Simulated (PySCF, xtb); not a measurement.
B(F)2(OAc) (C2H3BF2O2), SMILES CC(=O)OB(F)F.

GFN2-xTB (xtb 6.7.1) at its own geometry gives an orbital gap of 4.75 eV and a dipole moment of 3.81 D.

Geometry optimised at ωB97X-D3(BJ)/def2-SVP. Other conformers were not sampled.

Question: What does PBE/def2-TZVP in PySCF give? (Estimate from the structure and the level; the computed values follow.)

Answer: gap 5.12 eV (levels -6.95 and -1.83 eV), dipole 2.77 D.
